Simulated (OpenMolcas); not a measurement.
Au3+: ligand-field states by method

Au3+ with its 8 nearest fluoride ions at 2.316 Å, on the Ca site of CaF2 (a = 5.46294 Å, distance in the model lattice 2.366 Å). The rest of the host is ab initio model potentials to 7.6 Å and point charges beyond; the distance is set by hand and nothing relaxes, and no local charge compensation is placed. Ligand basis ANO-RCC-VDZP.
```
Au    0.0000    0.0000    0.0000
F     1.3371    1.3371    1.3371
F     1.3371    1.3371   -1.3371
F     1.3371   -1.3371    1.3371
F     1.3371   -1.3371   -1.3371
F    -1.3371    1.3371    1.3371
F    -1.3371    1.3371   -1.3371
F    -1.3371   -1.3371    1.3371
F    -1.3371   -1.3371   -1.3371
```

```yaml
Program: OpenMolcas 26.06
Basis: ANO-RCC-VTZP [8s7p5d3f1g]
Scalar_Hamiltonian: DKH2, point nucleus
Active_space: 8 electrons in 5 orbitals (5d)
State_averaging: 2S+1 = 3 even, 10 roots; 2S+1 = 1 even, 15 roots
Spin-orbit_coupling: state interaction with AMFI integrals over the reference wave functions
```

I. CASSCF
II. SS-CASPT2, IPEA 0.25 Eh, imaginary shift 0.1 Eh (closed shells correlated: 5s 5p and the ligand valence shells)
III. SS-CASPT2, IPEA 0.5 Eh, imaginary shift 0.1 Eh (closed shells correlated: 5s 5p and the ligand valence shells)

Spin-free states (labels of O, the rotations of Oh) in cm-1, each column counted from its own energy of the first state listed:

```csv
State,Degeneracy,I,II,III
3T1,3,0,0,0
3T2,3,9403,12780,13250
1E,2,10531,5000,5210
1T2,3,11832,3570,3880
3T1,3,19851,19510,20180
3A2,1,19971,29420,28660
1T2,3,22379,18620,19440
1A1,1,22508,9780,12460
1T1,3,24707,21930,22200
1E,2,34035,37880,37330
1A1,1,51857,48240,48830
```

From I to II, I's first state of the same spin (3T2) moves from 9403 to 12780 cm-1, by about +3400 cm-1.

From I to II, I's first state of another spin (1E) moves from 10531 to 5000 cm-1, by about -5500 cm-1. In II another state of that kind comes below it.

I: A least-squares ligand-field fit to the states below 45000 cm-1, each weighted by its degeneracy and with a free common offset, gives 10Dq = -10975 cm-1 (negative for this site), B = 762 cm-1 and C = 3181 cm-1 (C/B = 4.18), with an rms deviation of 390 cm-1. The same method and metal basis give the free ion B = 937 cm-1 (fit to its terms below 60000 cm-1, rms deviation 6 cm-1), so the nephelauxetic ratio is β = 762 / 937 = 0.81; it hangs on how both fits weigh the states, and computed free-ion B values tend to be too large, so β mixes covalency with correlation.

χT at 300 K: I 0.63, II 0.42, III 0.45 cm3 K/mol.

The states above are spin-free; spin-orbit coupling is strong here and shifts and splits them by thousands of cm-1.

Roots that are degenerate in the reference are averaged as groups; the widest CASPT2 spread within a group is 1300 cm-1 (the 3-fold group of multiplicity 1 near 18600 cm-1 above the lowest state of its run, II). Shifts and gaps below about the spread of the groups concerned are not significant. Over all roots computed the reference weight is 0.62 to 0.68 in II, 0.64 to 0.68 in III; the roots of lowest weight are the least certain, and an intruder state may touch them. Real 4d8 and 5d8 ions are as a rule square planar and diamagnetic. The least metal-like active orbital is 83 % on the metal (Löwdin) and no ligand orbital is active, so the numbers are rough. Ligand-to-metal charge-transfer states are missing. With no ligand orbital active B as a rule stays too high, so bands that hang on it stand too high and its fall with covalency is understated. Without dynamic correlation the repulsion within the d shell is too large (B by tens of per cent), so at a given field states of lower spin stand too high (holds for I). With metal d orbitals alone the field can be off either way by tens of per cent (holds for I). With one d shell and no ligand orbital active, 10Dq can be off by a tenth or more (holds for II; III). No measured value stands beside these numbers; the geometry was set by hand and not optimised.
